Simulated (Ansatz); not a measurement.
Reaction (substitution at a C–C bond): `CCC(C)C#N` + `C[SiH2]O` → `CCO[SiH2]C` + `CCC#N`

Calculated with Ansatz (gas phase, PBE0-D4/def2-TZVP geometries, no zero-point term in ΔE). CBS: MP2 limit from def2 TZ/QZ plus the TZ coupled-cluster correction, frozen cores. This one scheme is used for every species. Functionals use def2-TZVPP. B3LYP here is the variant with VWN-RPA as its local correlation; programs differ in this. Each species was taken in one conformer, which may not be the lowest.

CCSD(T)/CBS gives +0.52 eV.

Q: Another level gave +0.46 eV. Which?
A. ωB97M-V/def2-TZVPP
B. MP2/def2-TZVPP
C. B3LYP-D4/def2-TZVPP
D. SCS-MP2/def2-TZVPP

A: A. ωB97M-V 0.46, SCS-MP2/def2-TZVPP 0.51, MP2/def2-TZVPP 0.58, B3LYP-D4 0.38 eV.

Largest T1 diagnostic among the species: 0.012.

The D4 term adds +0.03 eV with B3LYP and +0.02 eV with PBE0; it sums over pairs of atoms, weighted by their polarisabilities, and B3LYP, whose exchange is more repulsive, gets the larger term. In def2-TZVPP, CCSD(T) changes the Hartree–Fock value by +0.17 eV (the triples alone add +0.02 eV) and MP2 by +0.25 eV.
